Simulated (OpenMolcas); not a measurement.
F V: effect of the basis set

```yaml
Program: OpenMolcas
Method: "SS-CASPT2, IPEA 0.25 Eh, imaginary shift 0.1 Eh (closed shells correlated: 1s)"
Active_space: 3 electrons in 8 orbitals (2s 2p 3s 3p)
State_averaging: 2S+1 = 4 odd, 1 root; 2S+1 = 2 odd, 8 roots; 2S+1 = 4 even, 3 roots; 2S+1 = 2 even, 9 roots
Spin-orbit_coupling: RASSI with atomic mean-field integrals over the reference wave functions, term energies averaged over their components
```

A. ANO-RCC-VTZP [4s3p2d1f], DKH2, point nucleus; CASPT2 step about 3 core-seconds
B. ANO-RCC-VQZP [5s4p3d2f1g], DKH2, point nucleus; CASPT2 step of the order of 5 core-seconds
C. ANO-RCC [8s7p4d3f2g], DKH2, point nucleus; CASPT2 step of the order of 7 core-seconds

Energies in cm⁻¹ above 2s² 2p ²P°_1/2, the measured ground level; measured values from Moore, Atomic Energy Levels, vol. I, NSRDS-NBS 35 (1971 reprint of NBS Circular 467, 1949).

| Level | A | B | C | Measured |
| --- | --- | --- | --- | --- |
| 2s² 2p ²P°_1/2 | 0.0 | 0.0 | 0.0 | 0.0 |
| 2s² 2p ²P°_3/2 | 730 | 725 | 731 | 746 |
| 2s 2p² ⁴P_1/2 | 84720 | 84680 | 84990 |  |
| 2s 2p² ⁴P_3/2 | 84970 | 84930 | 85240 |  |
| 2s 2p² ⁴P_5/2 | 85390 | 85330 | 85650 |  |
| 2s 2p² ²D_3/2 | 153810 | 152900 | 152790 | 152898 |
| 2s 2p² ²D_5/2 | 153820 | 152900 | 152800 | 152876 |
| 2s 2p² ²S_1/2 | 199490 | 198050 | 197720 | 197565 |
| 2s 2p² ²P_1/2 | 217040 | 216000 | 215470 | 214881 |
| 2s 2p² ²P_3/2 | 217530 | 216490 | 215960 | 215348 |
| 2p³ ⁴S°_3/2 | 276380 | 275740 | 275880 |  |

Deviations, from unrounded energies. A percentage is the sum of absolute deviations over the sum of measured energies, with the sign that they share, or ± where signs differ.

```json
{"Against measurement": "mean absolute deviation (cm-1)", "Levels": "6", "A": "1400", "B": "470", "C": "260"}
{"Against measurement": "fine structure of the ground term (%)", "Levels": "1", "A": "-2.2", "B": "-2.8", "C": "-2.0"}
{"Against measurement": "other configurations (%)", "Levels": "5", "A": "+0.9", "B": "±0.3", "C": "±0.2"}
```

C lies closest to measurement on these levels and A furthest from it. The largest miss of C in the table is 2s 2p² ²P_3/2, by +610 cm-1. The ranking rests on the paired levels alone, and a cruder setting can come out closer through cancelling errors.

Among A to C the level of the table that moves most is 2s 2p² ²S_1/2, by 1800 cm-1 (lowest in C, highest in A). Moves below CASPT2's spread within the term are not significant.

CASPT2 breaks the degeneracy within a term, and the mean is taken; among the terms shown or strongly mixed into the levels shown the widest spread is 15 cm-1 (2s 2p² ²P, A). Active for correlation alone: 3p 3s; no level in the range computed is led by a configuration that fills them, so any true level of that kind is missing. Computed and measured levels are paired by configuration, term and J; levels that our copy of the source lacks, or whose pairing is in doubt (as where it misses far off the trend of its configuration), stay unpaired and out of the deviations. Levels of configurations outside the active space are missing. The table leaves out levels that lie high or whose names do not pair safely across all columns.

° marks odd parity.
